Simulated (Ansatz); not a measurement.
Reaction: BNH6 (azaniumylboranuide, SMILES [BH3-][NH3+]) → BNH5 (SMILES [BH2-][NH3+], doublet) + H (doublet) (the B-H bond breaks)
Each species at its own B3LYP-D3(BJ)/def2-TZVP minimum (Ansatz, a quantum-chemistry and plane-wave program).

Total energies in hartree (Ansatz). UHF or UKS for unpaired electrons; spin-orbit terms are left out. Correlated methods leave the cores frozen. No relativity. For partners of very few electrons the exact lower level stands in for a higher one.

```tsv
species	HF/cc-pVTZ	CCSD(T)/cc-pVTZ	HF/cc-pVQZ	CCSD(T)/cc-pVQZ	CCSDT(Q)/cc-pVTZ
1: BNH6 (SMILES [BH3-][NH3+])	-82.65275	-83.06350	-82.65868	-83.08930	-83.06449
2: BNH5 (SMILES [BH2-][NH3+], doublet)	-82.01688	-82.39352	-82.02290	-82.41864	-82.39453
3: H (doublet)	-0.49981	-0.49981	-0.49995	-0.49995	-0.49981
```

Q: Work out the bond dissociation energy (electronic) in kcal/mol: take Hartree-Fock from cc-pVQZ, extrapolate the CCSD(T) correlation energy as X^-3 (X = 3, 4), and add CCSDT(Q) - CCSD(T) in cc-pVTZ. 1 hartree = 627.51 kcal/mol.

A: 
Species 1: correlation (64·(-0.43062) - 27·(-0.41075))/37 = -0.44512; step -0.00099; E1 = -82.65868 + (-0.44512) + (-0.00099) = -83.10479
Species 2: correlation (64·(-0.39574) - 27·(-0.37664))/37 = -0.40968; step -0.00101; E2 = -82.02290 + (-0.40968) + (-0.00101) = -82.43359
Species 3: correlation (64·(0.00000) - 27·(0.00000))/37 = 0.00000; step +0.00000; E3 = -0.49995 + (0.00000) + (+0.00000) = -0.49995
-1·E1 +1·E2 +1·E3 = 0.17125 hartree = 107.5 kcal/mol.
